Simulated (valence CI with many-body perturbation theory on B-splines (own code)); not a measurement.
**E1 line list for Lu58+**

Calculated by relativistic CI+MBPT: three valence electrons over a frozen Dirac-Fock core [Ne], radial functions for each j: 11 s, 11 p, 10 d, 8 f, 5 g, 2 h, with the one-electron correlation potential Σ1 (screened to all orders), the two-electron term Σ2, the three-electron term Σ3, Breit, model QED; selected single and double excitations, second order for the rest, scaled by the run's own slope (own B-spline code, finite nucleus).

No measured spectrum was set against this ion. As an estimate, large intervals hold to a few tenths of a per cent, small ones and those within an open d or f shell to about a per cent.

Lines 151 to 200 of 589 in falling wavelength, among levels below 217.76 Ry, chosen from the strongest by gf and those to the six lowest levels. Wavelengths and rates use the calculated energies. Electric multipoles are in the length gauge, E1 and E2 with the static RPA response of the core. Weak lines are less certain than strong ones. Lines between different terms over intervals too small for the method are left out, as are lines whose strength nearly cancels. The highest levels of a list are the least certain.

Levels are named by their leading jj configuration (3d3/2^4 stands for four electrons in 3d with j = 3/2), which in mixed levels can hold well under half, so a name can repeat and another be missing. Letters in brackets count levels of one name in rising energy.

| λ vac (nm) | Upper | Lower | A (s⁻¹) | S (a.u.) |
| --- | --- | --- | --- | --- |
| 4.460 | (3d3/2^2 3d5/2) J=5/2 [b] | (3p3/2 3d3/2^2) J=3/2 [b] | 2.35e+11 | 6.16e-02 |
| 4.459 | (3d3/2^2 3d5/2) J=1/2 | (3p3/2 3d3/2^2) J=1/2 | 1.87e+11 | 1.64e-02 |
| 4.458 | (3s 3d3/2 3d5/2) J=7/2 [a] | (3s 3p3/2 3d3/2) J=5/2 [a] | 1.98e+11 | 6.91e-02 |
| 4.450 | (3p3/2 3d5/2^2) J=1/2 | (3p3/2^2 3d5/2) J=1/2 | 4.65e+11 | 4.05e-02 |
| 4.442 | (3p1/2 3d3/2 3d5/2) J=1/2 | (3p1/2 3p3/2 3d3/2) J=1/2 [a] | 2.08e+11 | 1.80e-02 |
| 4.441 | (3p3/2^2 3d5/2) J=3/2 | (3p3/2^3) J=3/2 | 3.84e+11 | 6.64e-02 |
| 4.441 | (3p1/2 3d3/2 3d5/2) J=3/2 [a] | (3p1/2 3p3/2 3d3/2) J=3/2 [a] | 1.37e+11 | 2.36e-02 |
| 4.440 | (3s 3d5/2^2) J=1/2 | (3s 3p3/2 3d5/2) J=3/2 [b] | 3.20e+11 | 2.76e-02 |
| 4.438 | (3p3/2 3d5/2^2) J=3/2 [a] | (3p3/2^2 3d5/2) J=5/2 [a] | 2.75e+11 | 4.74e-02 |
| 4.438 | (3p1/2 3p3/2 3d5/2) J=3/2 [b] | (3p1/2 3p3/2^2) J=1/2 | 1.54e+11 | 2.66e-02 |
| 4.438 | (3p3/2 3d3/2 3d5/2) J=9/2 [b] | (3p3/2^2 3d3/2) J=7/2 | 4.70e+11 | 2.03e-01 |
| 4.434 | (3p1/2 3d3/2 3d5/2) J=7/2 [b] | (3p1/2 3p3/2 3d3/2) J=5/2 [b] | 2.16e+11 | 7.45e-02 |
| 4.433 | (3p3/2 3d3/2 3d5/2) J=1/2 [b] | (3p3/2^2 3d3/2) J=3/2 [b] | 3.21e+11 | 2.76e-02 |
| 4.429 | (3p3/2 3d5/2^2) J=5/2 [b] | (3p3/2^2 3d5/2) J=5/2 [a] | 2.41e+11 | 6.19e-02 |
| 4.429 | (3p1/2 3d3/2 3d5/2) J=5/2 [a] | (3p1/2 3p3/2 3d3/2) J=5/2 [a] | 9.12e+10 | 2.35e-02 |
| 4.426 | (3d3/2^2 3d5/2) J=3/2 | (3p3/2 3d3/2^2) J=3/2 [a] | 1.40e+11 | 2.39e-02 |
| 4.421 | (3p3/2 3d3/2 3d5/2) J=3/2 [b] | (3p3/2^2 3d3/2) J=1/2 | 1.67e+11 | 2.85e-02 |
| 4.421 | (3p3/2 3d3/2 3d5/2) J=5/2 [c] | (3p3/2^2 3d3/2) J=5/2 | 1.92e+11 | 4.90e-02 |
| 4.419 | (3d3/2 3d5/2^2) J=3/2 [a] | (3p3/2 3d3/2 3d5/2) J=5/2 [b] | 1.42e+11 | 2.42e-02 |
| 4.413 | (3d3/2 3d5/2^2) J=3/2 [a] | (3p3/2 3d3/2 3d5/2) J=3/2 [a] | 2.01e+11 | 3.41e-02 |
| 4.413 | (3s 3p1/2 3d5/2) J=7/2 | (3s 3p1/2 3p3/2) J=5/2 | 1.52e+11 | 5.15e-02 |
| 4.412 | (3p3/2 3d5/2^2) J=3/2 [b] | (3p3/2^2 3d5/2) J=5/2 [b] | 2.29e+11 | 3.89e-02 |
| 4.411 | (3s^2 3d5/2) J=5/2 | (3s^2 3p3/2) J=3/2 | 2.34e+11 | 5.94e-02 |
| 4.408 | (3d3/2 3d5/2^2) J=3/2 [b] | (3p3/2 3d3/2 3d5/2) J=5/2 [d] | 2.85e+11 | 4.82e-02 |
| 4.408 | (3p1/2 3d3/2 3d5/2) J=3/2 [b] | (3p1/2 3p3/2 3d3/2) J=1/2 [b] | 1.21e+11 | 2.04e-02 |
| 4.399 | (3p3/2^2 3d5/2) J=5/2 [b] | (3p3/2^3) J=3/2 | 5.22e+11 | 1.32e-01 |
| 4.395 | (3s 3d5/2^2) J=5/2 | (3s 3p3/2 3d5/2) J=3/2 [a] | 5.61e+10 | 1.41e-02 |
| 4.393 | (3s 3p3/2 3d5/2) J=5/2 [b] | (3s 3p3/2^2) J=3/2 | 4.42e+11 | 1.11e-01 |
| 4.393 | (3p1/2 3p3/2 3d5/2) J=5/2 [b] | (3p1/2 3p3/2^2) J=3/2 | 3.99e+11 | 1.00e-01 |
| 4.384 | (3p1/2^2 3d5/2) J=5/2 | (3p1/2^2 3p3/2) J=3/2 | 1.09e+11 | 2.73e-02 |
| 4.381 | (3d3/2 3d5/2^2) J=7/2 [a] | (3p3/2 3d3/2 3d5/2) J=7/2 [a] | 1.31e+11 | 4.35e-02 |
| 4.370 | (3p3/2 3d5/2^2) J=3/2 [b] | (3p3/2^2 3d5/2) J=3/2 | 5.33e+11 | 8.79e-02 |
| 4.362 | (3p1/2 3p3/2 3d5/2) J=7/2 [b] | (3p1/2 3p3/2^2) J=5/2 | 2.92e+11 | 9.58e-02 |
| 4.359 | (3s 3p3/2 3d5/2) J=7/2 [a] | (3s 3p3/2^2) J=5/2 | 2.45e+11 | 8.00e-02 |
| 4.354 | (3s 3d3/2 3d5/2) J=5/2 [a] | (3s 3p3/2 3d3/2) J=3/2 [a] | 2.07e+11 | 5.05e-02 |
| 4.351 | (3s 3d5/2^2) J=5/2 | (3s 3p3/2 3d5/2) J=7/2 [a] | 6.53e+10 | 1.59e-02 |
| 4.350 | (3s 3p1/2 3d5/2) J=5/2 [a] | (3s 3p1/2 3p3/2) J=3/2 [a] | 2.23e+11 | 5.44e-02 |
| 4.345 | (3p1/2 3d5/2^2) J=1/2 | (3p1/2 3p3/2 3d5/2) J=3/2 [b] | 3.68e+11 | 2.98e-02 |
| 4.345 | (3p1/2 3d5/2^2) J=9/2 | (3p1/2 3p3/2 3d5/2) J=9/2 | 7.75e+10 | 3.14e-02 |
| 4.340 | (3d3/2 3d5/2^2) J=1/2 | (3p3/2 3d3/2 3d5/2) J=1/2 [a] | 1.82e+11 | 1.47e-02 |
| 4.335 | (3p1/2 3d5/2^2) J=5/2 | (3p1/2 3p3/2 3d5/2) J=5/2 [a] | 2.11e+11 | 5.08e-02 |
| 4.329 | (3s 3p3/2 3d5/2) J=3/2 [b] | (3s 3p3/2^2) J=1/2 | 2.13e+11 | 3.40e-02 |
| 4.318 | (3d3/2 3d5/2^2) J=11/2 | (3p3/2 3d3/2 3d5/2) J=11/2 | 8.28e+10 | 3.95e-02 |
| 4.312 | (3p3/2 3d3/2 3d5/2) J=5/2 [c] | (3p3/2^2 3d3/2) J=3/2 [a] | 1.55e+11 | 3.69e-02 |
| 4.308 | (3d3/2 3d5/2^2) J=5/2 [a] | (3p3/2 3d3/2 3d5/2) J=5/2 [a] | 6.97e+10 | 1.65e-02 |
| 4.299 | (3p1/2 3d5/2^2) J=3/2 | (3p1/2 3p3/2 3d5/2) J=3/2 [a] | 2.30e+11 | 3.61e-02 |
| 4.297 | (3s 3d3/2 3d5/2) J=3/2 [a] | (3s 3p3/2 3d3/2) J=1/2 [a] | 1.98e+11 | 3.10e-02 |
| 4.285 | (3p1/2 3d5/2^2) J=7/2 | (3p1/2 3p3/2 3d5/2) J=7/2 [a] | 8.51e+10 | 2.64e-02 |
| 4.284 | (3d3/2 3d5/2^2) J=7/2 [b] | (3p3/2 3d3/2 3d5/2) J=7/2 [b] | 1.78e+11 | 5.53e-02 |
| 4.275 | (3p3/2 3d3/2 3d5/2) J=3/2 [b] | (3p3/2^2 3d3/2) J=3/2 [a] | 1.79e+11 | 2.75e-02 |
